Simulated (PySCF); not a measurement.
Computed with PBE-D3(BJ)/def2-TZVP // CAM-B3LYP-D3(BJ)/def2-TZVP in PySCF. Gas-phase values, no solvent. One relaxed conformer stands for a flexible species; it need not be the lowest. Delta-SCF ions had no search for a lower state. 

Reference species (SMILES): `C(C(=C)C)(=C)B` (neutral, multiplicity 1).

vertical ionisation energy (Delta-SCF): 8.88 eV
HOMO–LUMO gap: 3.12 eV

Changed species: `B/C=C/C(=C)C`.

Q: Give the shifts of the vertical ionisation energy (Delta-SCF) and HOMO–LUMO gap.

A: the vertical ionisation energy (Delta-SCF) goes up by 0.22 eV, to 9.10 eV; the HOMO–LUMO gap increases by 0.13 eV, to 3.25 eV.
